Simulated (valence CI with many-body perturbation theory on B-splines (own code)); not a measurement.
# Te¹²⁺: calculated level list

Computed by configuration interaction combined with many-body perturbation theory (CI+MBPT): four valence electrons over a frozen Dirac-Fock core [Kr], radial functions for each j: 7 s, 7 p, 8 d, 6 f, 4 g, 1 h, with the one-electron correlation potential Σ1 (screened to all orders), the two-electron term Σ2, the three-electron term Σ3, Breit, model QED; selected single and double excitations, second order for the rest, scaled by the run's own slope (own B-spline code, finite nucleus).

No measured spectrum was set against this ion. As an estimate, terms of the open shell hold to 2 to 4 % of their energy, and close levels can change places. Excitations out of the core, of the other parity, are not computed and may begin above about 57.5 eV (a cautious bound); beyond it only levels of the ground parity were kept, without lifetimes.

Levels 1 to 45 of 72, with energies above the lowest level, 4d⁴ ⁵D_0. "Leading %" is the weight of the configuration and term that name the level; weights of strongly mixed levels are sums over their largest components and can fall short. In the jj column 3d3/2^4 stands for four electrons in 3d with j = 3/2. Lifetimes count E1, E2, E3, M1 and M2 decay at the calculated energies, and are blank where another channel may lead or the interval is too uncertain; long ones can be off by a factor of two.

```tsv
No.	Configuration	Term	J	E (cm⁻¹)	Leading %	Second component	Leading jj	Lifetime
1	4d⁴	⁵D	0	0	76	22 % 4d⁴ ³P	4d3/2^4 (64 %)	
2	4d⁴	⁵D	1	4958	89	10 % 4d⁴ ³P	4d3/2^3 4d5/2 (78 %)	181 ms
3	4d⁴	⁵D	2	10051	94		4d3/2^2 4d5/2^2 (62 %)	148 ms
4	4d⁴	⁵D	3	14601	92	5 % 4d⁴ ³F	4d3/2^2 4d5/2^2 (52 %)	247 ms
5	4d⁴	⁵D	4	18436	82	15 % 4d⁴ ³F	4d3/2^2 4d5/2^2 (39 %)	731 ms
6	4d⁴	³P	0	31768	63	22 % 4d⁴ ⁵D	4d3/2^2 4d5/2^2 (58 %)	3.43 ms
7	4d⁴	³H	4	33584	61	16 % 4d⁴ ³G	4d3/2^3 4d5/2 (58 %)	34.6 ms
8	4d⁴	³G	3	40465	64	28 % 4d⁴ ³F	4d3/2^2 4d5/2^2 (51 %)	13.4 ms
9	4d⁴	³H	5	41021	78	21 % 4d⁴ ³G	4d3/2^2 4d5/2^2 (97 %)	77.2 ms
10	4d⁴	³P	1	42773	82	10 % 4d⁴ ³D	4d3/2^2 4d5/2^2 (60 %)	4.87 ms
11	4d⁴	³F	2	42863	76	13 % 4d⁴ ¹D	4d3/2^2 4d5/2^2 (52 %)	9.36 ms
12	4d⁴	³H	6	44675	79	21 % 4d⁴ ¹I	4d3/2^2 4d5/2^2 (84 %)	1.45 s
13	4d⁴	³G	4	48573	45	24 % 4d⁴ ³H	4d3/2^2 4d5/2^2 (54 %)	11.8 ms
14	4d⁴	³P	2	51901	49	43 % 4d⁴ ³D	4d3/2^2 4d5/2^2 (74 %)	26.1 ms
15	4d⁴	³F	4	52133	36	29 % 4d⁴ ¹G	4d3/2^2 4d5/2^2 (68 %)	9.94 ms
16	4d⁴	³F	3	54274	64	14 % 4d⁴ ³G	4d3/2 4d5/2^3 (47 %)	11.8 ms
17	4d⁴	³D	3	57380	66	15 % 4d⁴ ³G	4d3/2 4d5/2^3 (50 %)	5.97 ms
18	4d⁴	³G	5	59223	78	21 % 4d⁴ ³H	4d3/2 4d5/2^3 (97 %)	16.1 ms
19	4d⁴	³P	2	62564	38	24 % 4d⁴ ¹D	4d3/2 4d5/2^3 (57 %)	4.47 ms
20	4d⁴	¹I	6	63400	79	21 % 4d⁴ ³H	4d3/2 4d5/2^3 (84 %)	13.2 ms
21	4d⁴	³D	1	63897	88	9 % 4d⁴ ³P	4d3/2 4d5/2^3 (72 %)	4.13 ms
22	4d⁴	¹G	4	72193	54	29 % 4d⁴ ³F	4d5/2^4 (43 %)	6.12 ms
23	4d⁴	¹S	0	74405	79	20 % 4d⁴ ³P	4d3/2 4d5/2^3 (77 %)	3.76 ms
24	4d⁴	¹D	2	76188	37	27 % 4d⁴ ³P	4d3/2^2 4d5/2^2 (62 %)	4.96 ms
25	4d⁴	¹F	3	79710	69	14 % 4d⁴ ³D	4d3/2 4d5/2^3 (74 %)	6.14 ms
26	4d⁴	³P	2	87866	72	17 % 4d⁴ ³F	4d3/2^2 4d5/2^2 (53 %)	5.87 ms
27	4d⁴	³F	4	91829	78	17 % 4d⁴ ¹G	4d3/2^2 4d5/2^2 (60 %)	2.86 ms
28	4d⁴	³F	2	94435	67	19 % 4d⁴ ¹D	4d5/2^4 (36 %)	3.66 ms
29	4d⁴	³F	3	95885	81	17 % 4d⁴ ¹F	4d3/2 4d5/2^3 (94 %)	6.94 ms
30	4d⁴	³P	1	97405	98		4d3/2 4d5/2^3 (90 %)	3.57 ms
31	4d⁴	³P	0	102130	89	9 % 4d⁴ ¹S	4d5/2^4 (54 %)	5.03 ms
32	4d⁴	¹G	4	103770	83	14 % 4d⁴ ³F	4d3/2 4d5/2^3 (81 %)	3.56 ms
33	4d⁴	¹D	2	128690	95		4d3/2^2 4d5/2^2 (45 %)	2.68 ms
34	4d⁴	¹S	0	165010	94	4 % 4d⁴ ³P	4d3/2^2 4d5/2^2 (52 %)	
35	4d³5s	⁵F	1	661970	90	9 % 4d³5s ³D	4d3/2^3 5s (61 %)	
36	4d³5s	⁵F	2	665350	84	7 % 4d³5s ³F	4d3/2^3 5s (45 %)	
37	4d³5s	⁵F	3	671650	91	4 % 4d³5s ³F	4d3/2^2 4d5/2 5s (80 %)	
38	4d³5s	⁵F	4	678040	90	6 % 4d³5s ³G	4d3/2 4d5/2^2 5s (56 %)	
39	4d³5s	³F	2	679450	77	11 % 4d³5s ⁵F	4d3/2^2 4d5/2 5s (61 %)	
40	4d³5s	⁵F	5	683560	78	18 % 4d³5s ³G	4d3/2 4d5/2^2 5s (44 %)	
41	4d³5s	³F	3	688060	77	16 % 4d³5s ³G	4d3/2^2 4d5/2 5s (66 %)	
42	4d³5s	⁵P	2	688740	62	24 % 4d³5s ³P	4d3/2^2 4d5/2 5s (80 %)	
43	4d³5s	⁵P	1	689340	75	19 % 4d³5s ³P	4d3/2^2 4d5/2 5s (83 %)	
44	4d³5s	³F	4	693540	49	18 % 4d³5s ³H	4d3/2^2 4d5/2 5s (72 %)	
45	4d³5s	³P	1	697450	41	27 % 4d³5s ¹P	4d3/2^2 4d5/2 5s (67 %)
```

Names give the largest LS component (configuration and term), which can be under half, so a name can repeat, a term be missing and a line seem to break the LS rules; names also repeat where a configuration has a term twice.

Where two levels of one J and parity lie close, their mixing, g and order are uncertain.

The ionisation energy to 4d³ ⁴F3/2 of the next ion comes out as 272.82 eV (NIST: 272 ± 3 eV (theoretical)). All 72 levels together are meant to be complete up to 463620 cm⁻¹.
